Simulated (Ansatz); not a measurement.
Calculated with Ansatz (gas phase, PBE0-D4/def2-TZVP geometries, no zero-point term in ΔE). CBS: MP2 limit from def2 TZ/QZ plus the TZ coupled-cluster correction, frozen cores. This one scheme is used for every species. Functionals use def2-TZVPP. B3LYP here is the variant with VWN-RPA as its local correlation; programs differ in this. Elements past krypton have def2 core potentials. For Te outer-core shells are correlated without core-valence functions, which leaves a few kJ/mol of doubt a bond. Each species was taken in one conformer, which may not be the lowest.

`O=C(S)N[SiH3]` + H₂Te → `O=C(S)[TeH]` + `N[SiH3]`  (substitution at a C–N bond)

CCSD(T)/CBS gives +31.7 kJ/mol.

**Question.** Another level gave +33.8 kJ/mol. Which?
A. HF/def2-TZVPP
B. B3LYP/def2-TZVPP
C. ωB97X-V/def2-TZVPP
D. PBE-D4/def2-TZVPP

**Answer.** B. B3LYP 33.8, PBE-D4 27.6, ωB97X-V 48.4, HF/def2-TZVPP 63.7 kJ/mol.

Largest T1 diagnostic among the species: 0.016.

From PBE to PBE0 (25 % exact exchange), in def2-TZVPP and without D4, ΔE moves by +12.5 kJ/mol. In def2-TZVPP, CCSD(T) changes the Hartree–Fock value by −24.6 kJ/mol (the triples alone add −5.6 kJ/mol) and MP2 by −32.1 kJ/mol.
